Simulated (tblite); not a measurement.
Start geometry of `N(/[H])=[C]\[SiH2]S[SiH2]O[SiH3]` [radical] from a force field or distance geometry (Å):
```
atom  x, y, z in Å
N1     3.426    1.726    0.041
C2     2.968    0.807   -0.538
Si3    2.243   -0.706   -1.398
S4     0.202   -0.285   -1.942
Si5   -0.496   -0.304    0.085
O6    -2.141   -0.151    0.032
Si7   -3.391   -0.035    1.097
H8     3.272    2.616   -0.462
H9     2.294   -1.925   -0.554
H10    2.972   -0.980   -2.653
H11    0.086    0.838    0.812
H12   -0.137   -1.588    0.726
H13   -4.677    0.066    0.370
H14   -3.409   -1.244    1.961
H15   -3.215    1.171    1.954
```

Q: What comes out of this run: GFN2-xTB geometry optimisation, gas phase in tblite 0.8.0?

A: 
```
atom  x, y, z in Å
N1     3.2645    1.6012   -0.2472
C2     2.6942    1.0113   -1.1515
Si3    2.0866   -0.6728   -1.5903
S4    -0.0474   -0.4511   -1.3071
Si5   -0.2456   -0.4019    0.8154
O6    -1.7906   -0.1237    1.1546
Si7   -3.3851    0.0026    0.8593
H8     3.4141    2.6042   -0.2252
H9     2.4795   -1.8980   -0.8915
H10    2.2598   -0.7843   -3.0310
H11    0.5110    0.7150    1.3582
H12    0.1007   -1.7038    1.3661
H13   -3.6087    0.0094   -0.5815
H14   -3.9799   -1.1637    1.5081
H15   -3.7576    1.2635    1.4956
```

The energy falls by 0.584 eV over 121 L-BFGS steps, the largest force on an atom goes from 5.77 to 0.005 eV/Å, and the atoms move by 0.740 Å rms after alignment. The bond that changes most is Si5–O6 (ends: silicon bonded to O, S and 2 H; oxygen bonded to 2 Si), which shortens by 0.048 Å. Bonds longer at the end by more than 0.005 Å: 2 of 14; shorter: 12. Among the angles that change most is N1–C2–Si3, from 177.6° to 140.5°. Among the dihedrals that turn most is H11–Si5–O6–Si7, from -59° to 132°. Rotational constants go from 2516, 503.1, 446.9 to 2717, 525.3, 480.3 MHz. The orientation of the end geometry is arbitrary; only internal coordinates are fixed.

GFN2-xTB frequencies show an imaginary mode (24i cm⁻¹), so the point is no minimum at that level.

One conformer stands for the species.

The numbers are calculated, not measured.
